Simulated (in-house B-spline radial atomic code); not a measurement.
Configurations of Se IV (Se3+), with energies counted from [Ar] 3d10 4s2 4p1. Method: non-relativistic LC-wPBE, spin-polarised, spherical fractional occupations, point nucleus. Calculated with a B-spline radial code for spherical atoms. Shells without spins written out take the highest spin.

Caution: exact exchange at fractional occupations of open shells leaves self-interaction of up to several eV.

Occupations are held fixed; configurations that lie above the ionisation limit could autoionise.

```json
{"configuration": "[Ar] 3d10 4s(1 up, 0 down) 4p(1 up, 1 down)", "E - E(ref) (eV)": "15.159", "highest orbital": "4p down", "its <r> (bohr)": "1.914"}
{"configuration": "[Ar] 3d10 4s1 4p1 5f1", "E - E(ref) (eV)": "45.507", "highest orbital": "5f up", "its <r> (bohr)": "7.781"}
{"configuration": "[Ar] 3d9 4s2 4p1 5p1", "E - E(ref) (eV)": "90.272", "highest orbital": "5p up", "its <r> (bohr)": "4.061"}
{"configuration": "[Ar] 3d(4 up, 5 down) 4s2 4p(1 up, 0 down) 5p(1 up, 0 down)", "E - E(ref) (eV)": "90.499", "highest orbital": "5p up", "its <r> (bohr)": "4.07"}
{"configuration": "[Ne] 3s2 3p5 3d10 4s2 4p1 4d1", "E - E(ref) (eV)": "181.49", "highest orbital": "4d up", "its <r> (bohr)": "2.47"}
{"configuration": "[Ne] 3s2 3p5 3d10 4s2 4p1 5s1", "E - E(ref) (eV)": "181.54", "highest orbital": "5s up", "its <r> (bohr)": "3.471"}
```

Order these further configurations by energy, lowest first.
A. [Ar] 3d10 4s1 4p1 4d1
B. [Ar] 3d10 4s1 4p2
C. [Ar] 3d10 4s2 5d1
D. [Ar] 3d10 4s2 5s1
E. [Ar] 3d10 4s1 4p1 5d1

B (9.1924 eV), D (16.359 eV), C (27.483 eV), A (30.273 eV), E (41.056 eV).

How far above the reference does [Ne] 3s2 3p(3 up, 2 down) 3d10 4s2 4p(1 up, 0 down) 5p(1 up, 0 down) lie?

187.2 eV; its least bound orbital is 5p up with <r> = 4.059 bohr.

How far above the reference does [Ar] 3d10 4s2 5f(0 up, 1 down) lie?

31.823 eV; its least bound orbital is 5f down with <r> = 7.976 bohr.
